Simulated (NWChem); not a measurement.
Molecule: CH₆Ti; SMILES [CH3][TiH3]

```xyz
8

Ti     0.0000     0.0000    -0.5039
C      0.0000     0.0000     1.5030
H     -0.3114     0.9991     1.8581
H      1.0210    -0.2300     1.8579
H     -0.7096    -0.7692     1.8579
H     -0.4769     1.5365    -1.0422
H      1.5691    -0.3552    -1.0421
H     -1.0922    -1.1813    -1.0420
```
Atoms are numbered in this order, from 1.

All runs use the structure optimised with PBE0/def2-SVP.

### Question
List the 4 lowest vertical singlet excitations from PBE/def2-SVP, TDA (NWChem).

### Answer
```tsv
state	energy (eV)	oscillator strength	leading excitation (squared amplitude)
S1	3.32	0.000	HOMO → LUMO (0.51)
S2	3.32	0.000	HOMO → LUMO+1 (0.51)
S3	3.33	0.000	HOMO−1 → LUMO+1 (0.40)
S4	3.62	0.000	HOMO → LUMO+1 (0.48)
```
